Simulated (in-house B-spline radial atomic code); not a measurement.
A fraction x of an electron is removed from 2p in O²⁺, starting from [He] 2s2 2p2 and keeping the highest spin. Level of theory: scalar-relativistic (X2C) BLYP, spin-polarised, spherical fractional occupations, Fermi nucleus of rms radius 2.6991 fm; calculated with a B-spline radial code for spherical atoms.

```tsv
x	E(x) - E(0) (eV)	2p up level (eV)
0	0.0000	-45.024
0.11	5.0754	-47.261
0.13	6.0247	-47.670
0.29	13.9163	-50.985
0.49	24.5343	-55.211
0.5	25.0875	-55.425
0.6	30.7372	-57.574
0.69	36.0065	-59.526
0.77	40.8385	-61.275
1	55.5160	-66.372
```

The exact functional would give a straight line between the two integer points. Deviations E(x) - E(0) - x[E(1) - E(0)], in eV: -1.031 at x = 0.11, -1.192 at x = 0.13, -2.183 at x = 0.29, -2.669 at x = 0.49, -2.671 at x = 0.5, -2.572 at x = 0.6, -2.3 at x = 0.69, -1.909 at x = 0.77.

The curve lies below the straight line by up to 2.671 eV (at x = 0.5): convex, the delocalisation error that favours fractional charges.

(1) How well does Slater's transition state (minus the level at half occupation) give the ionisation energy?

Answers

(1) It gives 55.425 eV against 55.516 eV from the two total energies; NIST lists 54.94 eV, ground level to ground level.
